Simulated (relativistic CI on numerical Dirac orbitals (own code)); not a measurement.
**Ta2+: N6,7 absorption edge**

Computed with this model: Dirac-Coulomb-Breit CI, separate exchange-only KLI orbitals for each configuration, QED by a radiative potential, valence Slater integrals scaled by 0.9, multiplet model of core-to-valence dipole absorption; configurations [Xe] 4f14 5d3 → [Xe] 4f13 5d4; 80 K; Lorentzian 0.18 eV and Gaussian 0.3 eV FWHM. Energies are those of the free ion, without screening or charge transfer. The branching ratio is the share of the lower-energy edge in the whole absorption, uncertain by about 0.02 where the edges overlap. S is read from ⟨S²⟩ = S(S + 1).

Field parameters in Wybourne normalisation: D3d B²₀ = −7Dσ, B⁴₀ = −14Dq − 21Dτ, B⁴₃ = −14√(10/7) Dq; Td as Oh with Dq negative (B⁴₀ = 21Dq, B⁴₄ = √(5/14) B⁴₀). The field is a parameter set, without covalency.

free ion: ground-state S = 1.47, centroid 23.91 eV. Peaks (eV, height): 21.6 (13), 21.9 (12), 23.4 (100), 25.0 (65).

Td, 10Dq = -6150 cm⁻¹: ground-state S = 1.44, centroid 24.05 eV. Peaks (eV, height): 22.4 (29), 23.7 (100), 24.4 (63), 24.9 (64).

D3d, 10Dq = 36100, Dσ = 280, Dτ = 130 cm⁻¹: ground-state S = 1.49, centroid 24.98 eV. Peaks (eV, height): 21.1 (46), 22.8 (28), 24.2 (46), 25.8 (58), 26.5 (100), 27.4 (45).

Strongest unbroadened transitions for Td, 10Dq = -6150 cm⁻¹:

```tsv
Energy (eV)	Relative strength
22.37	32.1
22.40	38.1
23.42	60.8
23.62	100.0
23.66	63.3
23.68	43.4
23.79	44.8
23.84	69.0
23.88	54.3
23.90	47.5
23.98	34.6
24.39	54.6
24.45	35.4
24.93	56.0
24.94	57.0
25.08	42.4
25.14	32.6
25.42	43.9
```
